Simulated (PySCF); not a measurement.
Electron correlation in Fe²⁺ (iron, charge +2)

[Ar] 3d5 4p1, high-spin 7P determinant (an excited configuration). Computed with PySCF 2.14 in aug-cc-pVTZ-DK (8s7p5d3f2g, 93 functions), with the spin-free X2C one-electron Hamiltonian (Gaussian nucleus). Frozen: [Ar]; 6 electrons correlated.

```json
{"level": "CCSD", "correlation energy (mhartree)": "-83.61"}
{"level": "(T)", "correlation energy (mhartree)": "-0.80"}
{"level": "CCSD(T)", "correlation energy (mhartree)": "-84.41"}
```

Diagnostics: T1 = 0.0058, D1 = 0.0158, largest double amplitude 0.013.

Cost of the coupled-cluster step: roughly 25 core-seconds, for 6 correlated electrons.

Iterations:

```
CC2 = 0
CCSD nocc = (np.int64(6), np.int64(0)), nmo = (84, 84)
frozen orbitals [[0, 1, 2, 3, 4, 5, 6, 7, 8], [0, 1, 2, 3, 4, 5, 6, 7, 8]]
max_cycle = 100
direct = 0
conv_tol = 1e-08
conv_tol_normt = 1e-06
diis_space = 8
diis_start_cycle = 0
Init t2, MP2 energy = -0.0778863268885247
Init E_corr(UCCSD) = -0.0778863268934087
cycle = 1  E_corr(UCCSD) = -0.0827490948473071  dE = -0.00486276795  norm(t1,t2) = 0.016411
cycle = 2  E_corr(UCCSD) = -0.0833784402050945  dE = -0.000629345358  norm(t1,t2) = 0.00591729
cycle = 3  E_corr(UCCSD) = -0.0836280085130794  dE = -0.000249568308  norm(t1,t2) = 0.00254332
cycle = 4  E_corr(UCCSD) = -0.0836061977083456  dE = 2.18108047e-05  norm(t1,t2) = 0.000490059
cycle = 5  E_corr(UCCSD) = -0.083613192131539  dE = -6.99442319e-06  norm(t1,t2) = 0.000144334
cycle = 6  E_corr(UCCSD) = -0.0836131934204126  dE = -1.28887354e-09  norm(t1,t2) = 0.000265142
cycle = 7  E_corr(UCCSD) = -0.0836138203506086  dE = -6.26930196e-07  norm(t1,t2) = 0.000188809
cycle = 8  E_corr(UCCSD) = -0.083613579162181  dE = 2.41188428e-07  norm(t1,t2) = 3.98146e-06
cycle = 9  E_corr(UCCSD) = -0.0836136148651618  dE = -3.57029808e-08  norm(t1,t2) = 1.39705e-06
cycle = 10  E_corr(UCCSD) = -0.0836136125021854  dE = 2.3629764e-09  norm(t1,t2) = 3.22652e-07
UCCSD converged
E(UCCSD) = -1270.320748627921  E_corr = -0.08361361250218538
UCCSD(T) correction = -0.000800055904623277
```
